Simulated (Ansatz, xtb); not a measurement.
C2H2Sn: which of two structures lies lower

We compare I, a singlet given by its coordinates, with II, `C=[C]=[Sn]`, a singlet. Both are isolated molecules in the gas phase, relaxed with PBE0-D3(BJ)/def2-SVP.

I (Å):

```csv
atom,x (Å),y (Å),z (Å)
C,-3.6673,-0.0603,-1.2894
C,-3.9190,1.2504,-1.2945
Sn,-4.0512,0.5533,0.7306
H,-3.4236,-0.7956,-2.0664
H,-3.9640,2.0179,-2.0772
```

Close contacts (Å): C1–C2 1.33, C1–Sn3 2.15, C2–Sn3 2.15, C1–H4 1.10, C2–H5 1.10.

II (Å):

```yaml
atoms:
  - { symbol: C, position_ang: [0.0095, 0.1686, 0.2741] }
  - { symbol: C, position_ang: [0.0649, 0.4658, -1.0121] }
  - { symbol: Sn, position_ang: [-0.0738, -0.2787, 2.2107] }
  - { symbol: H, position_ang: [0.8753, 1.0767, -1.4423] }
  - { symbol: H, position_ang: [-0.6960, 0.1202, -1.7310] }
```

**Question.** Estimate which is lower in electronic energy at CCSD(T)/def2-TZVPP, and by roughly how much.

**Answer.** The CCSD(T)/def2-TZVPP calculation puts structure I lower, by 0.506 eV.

The same difference at several levels:

```tsv
level	geometry	E(II) − E(I) (eV)	departure from the last row (eV)	job, with rough time for the two
GFN2-xTB	GFN2-xTB	+0.229	−0.277	optimisation, 0.37 s
HF/STO-3G	GFN2-xTB	+1.441	+0.934	single point, 2.6 s
r2SCAN-D4/def2-SVP	GFN2-xTB	+0.540	+0.034	single point, 5.6 s
PBE0-D3(BJ)/def2-SVP	PBE0-D3(BJ)/def2-SVP	+0.618	+0.112	optimisation, 48 s
HF/def2-TZVPP	PBE0-D3(BJ)/def2-SVP	+0.593	+0.087	part of the CCSD(T) run
MP2/def2-TZVPP	PBE0-D3(BJ)/def2-SVP	+0.662	+0.156	part of the CCSD(T) run
CCSD(T)/def2-TZVPP	PBE0-D3(BJ)/def2-SVP	+0.506		single point, 2 min
```

None of the levels shown reverses the order. The largest departure from CCSD(T)/def2-TZVPP is that of HF/STO-3G, 0.934 eV.

With harmonic frequencies from PBE0-D3(BJ)/def2-SVP (ideal gas, rigid rotor, one conformer each, 298.15 K, 1 atm): on the last row, ΔE + ΔZPE = +0.487, ΔH = +0.507, ΔG = +0.461 eV.

The correlated steps freeze 6 core orbitals; the filled d shell of Sn is correlated, in a basis made for valence electrons. Atoms past krypton carry core potentials in the def2 sets, other sets are all-electron and non-relativistic, and no spin–orbit term is included. Mirror images aren't counted in ΔG. Run with Ansatz 0.2.0, xtb 6.7.1; the last row on 1 thread of Intel(R) Xeon(R) Processor @ 2.50GHz (Skylake/Cascade Lake) on a shared host.
